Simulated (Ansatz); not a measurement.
# Molecular dynamics of Cl3F3W

Input:

```yaml
crystal:
  periodic: [false, false, false]
  atoms:
    - { symbol: W, position_ang: [0.032867, 0.086002, 0.044097] }
    - { symbol: Cl, position_ang: [-0.040355, 0.031407, 2.322864] }
    - { symbol: Cl, position_ang: [2.349186, -0.008292, -0.028607] }
    - { symbol: Cl, position_ang: [0.007618, 2.33409, 0.013927] }
    - { symbol: F, position_ang: [-1.856253, -0.018634, 0.041784] }
    - { symbol: F, position_ang: [0.082303, -1.858926, -0.053263] }
    - { symbol: F, position_ang: [-0.102807, 0.052399, -1.823383] }
basis:
  gaussian: { orbitals: def2-SVP }
hamiltonian:
  xc: pbe
  dispersion: d4
md:
  timestep: 1.0
  n_steps: 100
  ensemble: nvt_langevin
  temperature: 300.0
  initial_velocities: maxwell_boltzmann
  seed: 329106
  friction: 0.05
```

Command:

```bash
$ ansatz run input.yaml --threads 2 --pin off --max-ram 3072MiB --backend cpu --events-out ev --progress --plain --runs-dir out
```

It goes on from the last frame of an earlier run, with new velocities.

Output, in part (step lines, the closing report, with atoms numbered from 0):

```
md step     0: t =     0.00 fs  T =   257.1 K  F+E_penalty+E_count = -47512.18601538 eV  E_kin = 0.232668 eV  (34 SCF iters)
[... lines left out ...]
Total energy: -47512.10404416 eV, -1746.0376187622 hartree
Atom 0 at     0.063191     0.067615     0.037381 Å, force    -0.888536    -0.064453     0.698623 eV/Å
Atom 1 at     0.244661    -0.005108     2.329781 Å, force    -0.486291    -0.291565     0.216812 eV/Å
Atom 2 at     2.363230    -0.022351     0.096555 Å, force    -0.090817     0.026066    -0.685128 eV/Å
Atom 3 at    -0.065805     2.380171     0.170636 Å, force     0.027945    -0.350445    -0.359106 eV/Å
Atom 4 at    -1.836052    -0.071435     0.216763 Å, force     0.921215     0.211914     0.026307 eV/Å
Atom 5 at    -0.035542    -1.798157    -0.207358 Å, force     0.232973     0.197562     0.229197 eV/Å
Atom 6 at    -0.163987     0.149904    -1.817105 Å, force     0.283511     0.270920    -0.126705 eV/Å
Dipole moment:     0.231985     0.142580     0.089633 e Å
```

The steps, from the saved trajectory:

```json
{"time (fs)": "0", "T (K)": "257", "potential energy less start (eV)": "0.000"}
{"time (fs)": "3", "T (K)": "334", "potential energy less start (eV)": "-0.009"}
{"time (fs)": "6", "T (K)": "366", "potential energy less start (eV)": "-0.020"}
{"time (fs)": "9", "T (K)": "380", "potential energy less start (eV)": "-0.022"}
{"time (fs)": "12", "T (K)": "463", "potential energy less start (eV)": "0.003"}
{"time (fs)": "15", "T (K)": "341", "potential energy less start (eV)": "0.065"}
{"time (fs)": "18", "T (K)": "168", "potential energy less start (eV)": "0.130"}
{"time (fs)": "21", "T (K)": "229", "potential energy less start (eV)": "0.162"}
{"time (fs)": "24", "T (K)": "347", "potential energy less start (eV)": "0.166"}
{"time (fs)": "27", "T (K)": "351", "potential energy less start (eV)": "0.154"}
{"time (fs)": "30", "T (K)": "280", "potential energy less start (eV)": "0.131"}
{"time (fs)": "33", "T (K)": "230", "potential energy less start (eV)": "0.104"}
{"time (fs)": "36", "T (K)": "278", "potential energy less start (eV)": "0.080"}
{"time (fs)": "39", "T (K)": "272", "potential energy less start (eV)": "0.068"}
{"time (fs)": "42", "T (K)": "381", "potential energy less start (eV)": "0.054"}
{"time (fs)": "45", "T (K)": "368", "potential energy less start (eV)": "0.062"}
{"time (fs)": "48", "T (K)": "558", "potential energy less start (eV)": "0.089"}
{"time (fs)": "51", "T (K)": "354", "potential energy less start (eV)": "0.133"}
{"time (fs)": "54", "T (K)": "213", "potential energy less start (eV)": "0.160"}
{"time (fs)": "57", "T (K)": "222", "potential energy less start (eV)": "0.183"}
{"time (fs)": "60", "T (K)": "219", "potential energy less start (eV)": "0.189"}
{"time (fs)": "63", "T (K)": "206", "potential energy less start (eV)": "0.192"}
{"time (fs)": "66", "T (K)": "149", "potential energy less start (eV)": "0.199"}
{"time (fs)": "69", "T (K)": "198", "potential energy less start (eV)": "0.202"}
{"time (fs)": "72", "T (K)": "226", "potential energy less start (eV)": "0.216"}
{"time (fs)": "75", "T (K)": "252", "potential energy less start (eV)": "0.210"}
{"time (fs)": "78", "T (K)": "303", "potential energy less start (eV)": "0.173"}
{"time (fs)": "81", "T (K)": "339", "potential energy less start (eV)": "0.125"}
{"time (fs)": "84", "T (K)": "469", "potential energy less start (eV)": "0.079"}
{"time (fs)": "87", "T (K)": "413", "potential energy less start (eV)": "0.049"}
{"time (fs)": "90", "T (K)": "427", "potential energy less start (eV)": "0.044"}
{"time (fs)": "93", "T (K)": "443", "potential energy less start (eV)": "0.047"}
{"time (fs)": "96", "T (K)": "370", "potential energy less start (eV)": "0.053"}
{"time (fs)": "99", "T (K)": "318", "potential energy less start (eV)": "0.074"}
```

The run went to its last step. A run of 0.1 ps of so small a system gives no equilibrium averages.

The same pairs are bonded in the first frame and the last. Pairs count as bonded within 1.25 times the sum of covalent radii (0.12 Å more for H–H).

Last frame:

```xyz
7
Properties=species:S:1:pos:R:3
W 0.063 0.068 0.037
Cl 0.245 -0.005 2.330
Cl 2.363 -0.022 0.097
Cl -0.066 2.380 0.171
F -1.836 -0.071 0.217
F -0.035 -1.798 -0.207
F -0.164 0.150 -1.817
```

Time of the run: 6.9 min on 2 threads of Arm Neoverse V2, with other jobs on the host, peak memory 0.21 GiB.
